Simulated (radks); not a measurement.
The numbers below are computed, except where a source is named.
All-electron atom: Mo II in [Kr] 4d5. Level of theory: non-relativistic Kohn-Sham, PBE, spin-unpolarised, spherical densities, point nucleus; relativity is left out, which matters for an element this heavy (a radial shooting solver on a logarithmic mesh with Libxc functionals).

Unscreened Slater integrals over Kohn-Sham orbitals (cm^-1).

F0(4d,4d): 107430
F2(4d,4d): 52244
F4(4d,4d): 33586
F0(4d,4p): 126330
F2(4d,4p): 59394
G1(4d,4p): 72960
G3(4d,4p): 44088
F0(4d,4s): 129990
G2(4d,4s): 51988
F0(4d,3d): 148960
F2(4d,3d): 24067
F4(4d,3d): 10032
G0(4d,3d): 7465.9
G2(4d,3d): 8356.7
G4(4d,3d): 6278.6
F0(4p,4p): 158170
F2(4p,4p): 82991
F0(4p,4s): 165310
G1(4p,4s): 112440
F0(4p,3d): 205780
F2(4p,3d): 46273
G1(4p,3d): 14668
G3(4p,3d): 14148
F0(4s,4s): 173600
F0(4s,3d): 222200
G2(4s,3d): 17257
F0(3d,3d): 482320
F2(3d,3d): 237910
F4(3d,3d): 151220

Derived for the open shells (J is the average intra-shell exchange parameter used in DFT+U). 4d: Racah B = F2/49 - 5 F4/441 = 685.4 cm^-1, C = 35 F4/441 = 2666 cm^-1, C/B = 3.89, F4/F2 = 0.643, J = (F2 + F4)/14 = 6131 cm^-1.
